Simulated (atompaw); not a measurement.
Pseudopotential generation for Sb: PAW (atompaw), PBE, scalar-relativistic.

```
Element                 : Sb (Z = 51)
Generator               : atompaw 4.2.0.5
Type                    : PAW
Functional              : PBE
Relativity              : scalar-relativistic
Frozen core             : [Kr] 4d10
Valence charge          : 5
Reference configuration : 5s1 5p4
Partial waves           : 5s (bound): rc 2.60 bohr; 5s channel at -0.45 Ry: rc 1.55 bohr; 5p (bound): rc 2.60 bohr; 5p channel at 4.4 Ry: rc 2.60 bohr; 5d channel at 0.1 Ry: rc 2.60 bohr
Local potential         : bessel scheme, radius 2.30 bohr
Core correction         : smooth core density matched at 2.00 bohr
Augmentation charge     : sinc compensation charge, radius 2.50 bohr; PAW radius 2.60 bohr; waves and projectors: custom rrkj vanderbiltortho
```

- Cutoffs needed: 8 Ry and 12 Ry (the cutoffs (Ry, on a coarse ladder) from which the occupation-weighted sum of valence levels, in a spherical-Bessel basis at the reference potential, stays within 10 and 1 mRy of its value at 400 Ry)
- Ghost test: ghost state, extra bound levels that the all-electron valence spectrum of the same l lacks: s at -12.1 eV; a true bound ghost makes a file unfit for plane-wave use (spherical-Bessel basis up to 400 Ry, 20 bohr box)
- Lowest eigenvalue of the overlap operator: 0.03 (s channel)
- Overlap eigenvalues printed by atompaw (projector basis): 0.0213, 0.322, 1.18, 2.95, 3.16
- Share of each valence orbital outside the PAW sphere: 5s 26 %, 5p 53 %
